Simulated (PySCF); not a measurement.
Constitutional and geometric isomers with formula CH6B2O. Isolated molecules, 0 K electronic values unless said otherwise. One relaxed conformer stands for each flexible species; it need not be the lowest. Strings in code marks are SMILES.

Level of theory: PBE-D3(BJ)/def2-TZVP // B3LYP-D3(BJ)/def2-TZVP run with PySCF. All candidates: neutral, multiplicity 1. Delta-SCF ions had no search for a lower state. 

The vertical ionisation energy (Delta-SCF) comes out as 9.76 eV and the HOMO–LUMO gap comes out as 3.77 eV. The LUMO comes out as -2.67 eV.

Task: Say which member has these values.
A) `BBOC`
B) `BC(B)O`
C) `CBBO` (C–B–B–O torsion -95°, B–B–O–H torsion 0°)
D) `BB(C)O`

Result: D, `BB(C)O`. The others give `CBBO` (C–B–B–O torsion -95°, B–B–O–H torsion 0°): 9.43 eV, 3.69 eV, -2.41 eV; `BBOC`: 9.74 eV, 3.47 eV, -2.89 eV; `BC(B)O`: 10.27 eV, 3.72 eV, -2.80 eV
